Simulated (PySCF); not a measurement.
`[BH2-]([NH3+])[SiH2][SiH3]`. The calculation used PBE0-D3(BJ)/def2-SVP geometry optimisation, gas phase (PySCF 2.14.0).

```
atom  x, y, z in Å
N1    -1.7777    0.2080    0.3714
B2    -1.0288   -0.9835   -0.4416
Si3    0.7512   -0.2773   -1.1174
Si4    1.8960    0.6442    0.7204
H5    -2.0338    0.9813   -0.2452
H6    -2.6351   -0.1326    0.8093
H7    -1.1810    0.5952    1.1083
H8    -1.7826   -1.3173   -1.3430
H9    -0.8368   -1.8797    0.3671
H10    0.6623    0.8512   -2.1158
H11    1.6417   -1.3156   -1.7306
H12    2.4106   -0.4124    1.6501
H13    0.8981    1.4373    1.5383
H14    3.0161    1.5922    0.4218
```

(1) How far are the heavy atoms from their best plane (unweighted least squares)?

(2) What is the longest distance between nuclei?

(3) Give the dihedral angles B2–Si3–Si4–H14, H8–B2–Si3–H11, H5–N1–B2–Si3, H5–N1–B2–H9.

(4) Where is the centre of mass (commonest isotopes), and what is the radius of gyration?

(5) What are the angles H6–N1–H7, H8–B2–H9, N1–B2–Si3, Si3–B2–H9, B2–Si3–H11, Si4–Si3–H11, Si3–Si4–H14?

(6) How far apart are these pairs, which share no bond: B2···Si4, H5···H6, H5···H13, H6···H7, H10···H13?

## Answers

(1) 0.283 Å rms; N1 0.23, B2 0.39, Si3 0.30, Si4 0.14 Å (magnitudes).

(2) H6···H14, 5.92 Å; the next longest distance is 5.88 Å.

(3) B2–Si3–Si4–H14 -161° (antiperiplanar); H8–B2–Si3–H11 -70° (synclinal); H5–N1–B2–Si3 66° (synclinal); H5–N1–B2–H9 -176° (antiperiplanar). Dihedral signs follow IUPAC: positive where, seen along the central bond, the front bond turns clockwise onto the rear one.

(4) Mass 91.044 u; centre at (0.417, 0.030, -0.113) Å; Rg = √(Σ m r²/M) = 1.815 Å. As Ia + Ib + Ic = 2 Σ m r², the three principal moments sum to 599.7 u·Å².

(5) From the scalar product of the two bond vectors; for H6–N1–H7 it is -0.3208 Å² over 1.0212 × 1.0242 Å², cos θ = -0.3067. H6–N1–H7 107.9°; H8–B2–H9 112.6°; N1–B2–Si3 108.4°; Si3–B2–H9 109.7°; B2–Si3–H11 114.6°; Si4–Si3–H11 107.6°; Si3–Si4–H14 117.1°.

(6) B2···Si4 3.543 Å (2 bonds apart); H5···H6 1.648 Å (2 bonds apart); H5···H13 3.462 Å (5 bonds apart); H6···H7 1.653 Å (2 bonds apart); H10···H13 3.708 Å (3 bonds apart).

Not checked by PBE0-D3(BJ)/def2-SVP frequencies. One conformer, not necessarily the lowest.
